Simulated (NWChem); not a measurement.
CH$_{6}$BNO; SMILES B(O)(C)N

```xyz
10

B     -0.0209     0.0697     0.0000
C      0.2463    -1.4935     0.0000
H      1.3143    -1.7579    -0.0023
H     -0.2134    -1.9702    -0.8827
H     -0.2092    -1.9693     0.8854
O     -1.2988     0.5826     0.0000
H     -1.9674    -0.1057     0.0008
N      1.0320     1.0021     0.0005
H      0.8638     1.9993    -0.0020
H      2.0058     0.7405    -0.0028
```
Atoms are numbered in this order, from 1.

All runs: NWChem. Pople sets run with spherical d functions. Medium grid unless said otherwise, to which SCAN and Minnesota functionals are sensitive. Structure relaxed at the PBE0/def2-SVP level. Hybrids' shares of exact exchange are those that their runs print; pure functionals count as 0. The functionals differ in more than this share.

```
row                  share of exact exchange  orbital gap (eV)
-------------------  -----------------------  ----------------
PBE/6-31G*                              0.00              6.97
OLYP/6-31G*                             0.00              6.88
TPSSh/6-31G*                            0.10              8.32
B3LYP/6-31G*                            0.20          withheld
M06-2X/6-31G*                           0.54             11.88
Hartree-Fock/6-31G*                     1.00             16.78
```

Question: Fit a straight line of the last column on the one before it, predict the withheld value, and compare with the run.

Answer: 
1. Means of the 5 shown rows: x = 0.328, y = 10.166. Slope Σ(x − x̄)(y − ȳ)/Σ(x − x̄)² = 7.355/0.7637 = 9.631; intercept 7.007.
2. The shown rows scatter about the line by 0.231 (root mean square); the largest residual is +0.35, at TPSSh/6-31G*.
3. At x = 0.20 (B3LYP/6-31G*; inside the shown range) the line gives 8.93.
4. The run gives 8.84, -0.09 from the line, 0.4 times the scatter.
